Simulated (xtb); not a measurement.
H2O4S, triplet, at a GFN2-xTB geometry (a higher spin typed on purpose: for a closed-shell molecule this is an excited state); GFN2-xTB (xtb 6.7.1).

xtb was given this input:
```
$ xtb mol.xyz --gfn 2 --uhf 2 --json

# file mol.xyz
7

O     -0.13307246     1.81684757     0.23011247
S     -0.31393379    -0.30843444     0.09477987
O     -0.75687588    -0.61418215    -1.23743200
O      0.00619614    -1.38839378     1.00892756
O      1.30976951     0.46067151    -0.18712793
H     -0.21362264     2.18930983    -0.65175740
H      1.82842473     0.54609589     0.61943872
```

Predict the main parts of the log of this xtb run.


```
   ID    Z sym.   atoms
    1    8 O      1, 3-5
    2   16 S      2
    3    1 H      6, 7

           -------------------------------------------------
          |                Calculation Setup                |
           -------------------------------------------------

           -------------------------------------------------
          |                 G F N 2 - x T B                 |
           -------------------------------------------------

          ...................................................
          :                      SETUP                      :
          :.................................................:
          :  # basis functions                  28          :
          :  # atomic orbitals                  27          :
          :  # shells                           13          :
          :  # electrons                        32          :
          :  max. iterations                   250          :
          :  Hamiltonian                  GFN2-xTB          :
          :  restarted?                      false          :
          :  GBSA solvation                  false          :
          :  PC potential                    false          :
          :  electronic temp.          300.0000000     K    :
          :  accuracy                    1.0000000          :
          :  -> integral cutoff          0.2500000E+02      :
          :  -> integral neglect         0.1000000E-07      :
          :  -> SCF convergence          0.1000000E-05 Eh   :
          :  -> wf. convergence          0.1000000E-03 e    :
          :  Broyden damping             0.4000000          :
          :  net charge                          0          :
          :  unpaired electrons                  2          :
          ...................................................

 iter      E             dE          RMSdq      gap      omega  full diag
   1    -20.4230831 -0.204231E+02  0.819E+00    5.83       0.0  T
   2    -20.4361364 -0.130533E-01  0.460E+00    5.58       1.0  T
   3    -20.4360663  0.701321E-04  0.139E+00    5.71       1.0  T
   4    -20.4404442 -0.437795E-02  0.725E-01    5.71       1.0  T
   5    -20.4409103 -0.466098E-03  0.379E-01    5.81       1.0  T
   6    -20.4411133 -0.202952E-03  0.151E-01    5.85       1.0  T
   7    -20.4411309 -0.176225E-04  0.211E-02    5.88       1.8  T
   8    -20.4411313 -0.425127E-06  0.915E-03    5.88       4.1  T
   9    -20.4411314 -0.356309E-07  0.312E-03    5.88      12.1  T
  10    -20.4411314 -0.387348E-08  0.108E-03    5.88      35.1  T
  11    -20.4411314 -0.134329E-08  0.268E-04    5.88     141.1  T
  12    -20.4411314 -0.517559E-10  0.676E-05    5.88     559.1  T

   *** convergence criteria satisfied after 12 iterations ***

 transition dipole moment (au) for excitation:          16          17
     X       Y       Z
  -0.0121   0.2819   0.0513  total (au/Debye):    0.287   0.729
 dE (eV)             :    1.264
 oscillator strength :  0.36023E-02

         :::::::::::::::::::::::::::::::::::::::::::::::::::::
         ::                     SUMMARY                     ::
         :::::::::::::::::::::::::::::::::::::::::::::::::::::
         :: total energy             -20.364686009715 Eh    ::
         :: gradient norm              0.000051340390 Eh/a0 ::
         :: HOMO-LUMO gap              5.884567238733 eV    ::
         ::.................................................::
         :: SCC energy               -20.441130479573 Eh    ::
         :: -> isotropic ES            0.068671051062 Eh    ::
         :: -> anisotropic ES          0.001367653413 Eh    ::
         :: -> anisotropic XC         -0.001787613542 Eh    ::
         :: -> dispersion             -0.003969489627 Eh    ::
         :: repulsion energy           0.076444469858 Eh    ::
         :: add. restraining           0.000000000000 Eh    ::
         :: total charge               0.000000000000 e     ::
         :::::::::::::::::::::::::::::::::::::::::::::::::::::

           -------------------------------------------------
          |                Property Printout                |
           -------------------------------------------------

    * Orbital Energies and Occupations

         #    Occupation            Energy/Eh            Energy/eV
      -------------------------------------------------------------
         1        2.0000           -0.8185118             -22.2728
       ...           ...                  ...                  ...
         5        2.0000           -0.6585544             -17.9202
         6        2.0000           -0.6163709             -16.7723
         7        2.0000           -0.5939369             -16.1618
         8        2.0000           -0.5681732             -15.4608
         9        2.0000           -0.5624653             -15.3055
        10        2.0000           -0.5434946             -14.7892
        11        2.0000           -0.5359887             -14.5850
        12        2.0000           -0.4995902             -13.5945
        13        2.0000           -0.4931976             -13.4206
        14        2.0000           -0.4854266             -13.2091
        15        2.0000           -0.4722109             -12.8495
        16        1.0000           -0.4414139             -12.0115
        17        1.0000           -0.3949506             -10.7472 (HOMO)
        18                         -0.1786967              -4.8626 (LUMO)
        19                         -0.0879923              -2.3944
        20                         -0.0497690              -1.3543
        21                          0.0714908               1.9454
        22                          0.0840196               2.2863
        23                          0.1312260               3.5708
        24                          0.1526990               4.1552
        25                          0.1972966               5.3687
        26                          0.8053130              21.9137
        27                          1.1579458              31.5093
      -------------------------------------------------------------
                  HL-Gap            0.2162539 Eh            5.8846 eV
             Fermi-level           -0.3718180 Eh          -10.1177 eV

     #   Z          covCN         q      C6AA      α(0)
     1   8 O        1.352    -0.482    22.904     6.440
     2  16 S        3.083     1.290    98.737    16.724
     3   8 O        0.860    -0.512    24.042     6.574
     4   8 O        0.860    -0.528    24.410     6.624
     5   8 O        1.651    -0.448    21.805     6.304
     6   1 H        0.805     0.331     0.635     1.251
     7   1 H        0.805     0.349     0.591     1.207

 Mol. C6AA /au·bohr⁶  :        936.879852
 Mol. C8AA /au·bohr⁸  :      25790.079707
 Mol. α(0) /au        :         45.124703

Wiberg/Mayer (AO) data.
largest (>0.10) Wiberg bond orders for each atom

 ---------------------------------------------------------------------------
     #   Z sym  total        # sym  WBO       # sym  WBO       # sym  WBO
 ---------------------------------------------------------------------------
     1   8 O    1.725 --     6 H    0.884     5 O    0.444     2 S    0.296
     2  16 S    4.377 --     3 O    1.717     4 O    1.672     5 O    0.684
                             1 O    0.296
     3   8 O    1.999 --     2 S    1.717     4 O    0.169
     4   8 O    1.958 --     2 S    1.672     3 O    0.169
     5   8 O    2.115 --     7 H    0.865     2 S    0.684     1 O    0.444
     6   1 H    0.890 --     1 O    0.884
     7   1 H    0.878 --     5 O    0.865
 ---------------------------------------------------------------------------

Topologies differ in total number of bonds
Writing topology from bond orders to xtbtopo.mol

molecular dipole:
                 x           y           z       tot (Debye)
 q only:        0.044       0.912       0.370
   full:        0.314       1.073       0.299       2.941
molecular quadrupole (traceless):
                xx          xy          yy          xz          yz          zz
 q only:        4.705      -0.368      -2.372       0.240      -1.093      -2.333
  q+dip:        4.981      -0.733      -2.097       0.799      -1.501      -2.885
   full:        5.275      -0.865      -2.097       0.600      -1.378      -3.178

           -------------------------------------------------
          | TOTAL ENERGY              -20.364686009715 Eh   |
          | GRADIENT NORM               0.000051340390 Eh/α |
          | HOMO-LUMO GAP               5.884567238733 eV   |
           -------------------------------------------------

normal termination of xtb
```
